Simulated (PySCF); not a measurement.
Problem. Give a PBE0-D3(BJ)/def2-SVP geometry of BF3OEt2, `CC[O+](CC)[B-](F)(F)F`.

Solution. 
```xyz
19
C4H10BF3O angstrom
C      2.0149   -0.6807   -1.1567
C      1.1224   -0.5575    0.0508
O      0.0531    0.3700   -0.2055
C     -1.2170   -0.1652   -0.6114
C     -2.0521   -0.6161    0.5616
B      0.1157    1.8050    0.6141
F     -0.0189    1.4509    1.9220
F     -0.9365    2.4890    0.0977
F      1.3475    2.2723    0.2879
H      2.8436   -1.3714   -0.9415
H      1.4672   -1.0669   -2.0296
H      2.4341    0.3031   -1.4093
H      0.6743   -1.5185    0.3469
H      1.6617   -0.1600    0.9199
H     -1.7041    0.6470   -1.1642
H     -1.0041   -0.9841   -1.3156
H     -2.2717    0.2292    1.2271
H     -3.0032   -1.0303    0.1952
H     -1.5466   -1.3973    1.1489
```

Orientation and origin are arbitrary. Atoms count from 1 in this order. B6 (four-coordinate boron) is distorted tetrahedral (angles from 102.4° to 116.0°). Of the pairs four or more bonds apart, F8···H15 is among the closest relative to their van der Waals radii: 2.36 Å, 88 % of the sum of Bondi's values. O3 (oxygen bonded to B and 2 C) has angles 119.8°, 117.9° and 116.3°, sum 353.9°, 0.22 Å off the plane of its three neighbours.

Bonds between heavy atoms (Å): C1–C2 1.507, C2–O3 1.439, O3–C4 1.437, C4–C5 1.509, O3–B6 1.654, B6–F7 1.362, B6–F8 1.357, B6–F9 1.357.

Computed with PySCF, PBE0-D3(BJ)/def2-SVP geometry optimisation, gas phase.

Point group: C1 (no symmetry element, even within 0.4 Å). Whether it is a minimum is left open (no frequencies). One conformer, not necessarily the lowest (C1–C2–O3–C4 97°, C2–O3–C4–C5 83°).
